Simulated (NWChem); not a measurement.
Species: ZnH₂O₂; SMILES [OH][Zn][OH]

```xyz
5

Zn     0.0000     0.0000     0.0066
O      0.0484     1.7648    -0.0711
H     -0.6143     2.2049     0.4703
O     -0.0484    -1.7648    -0.0711
H      0.6143    -2.2049     0.4703
```
Atoms are numbered in this order, from 1.

Computed with NWChem. Coordinates come from a PBE0/def2-SVP optimisation.

For level B3LYP/cc-pVTZ:

```
Property                     Result
---------------------------  ------
highest occupied level (eV)   -7.97
orbital gap (eV)               6.56
```

Estimate the same quantities for level B3LYP/cc-pVDZ.


| Item | Result |
|---|---|
| highest occupied level (eV) | -7.68 |
| orbital gap (eV) | 6.38 |
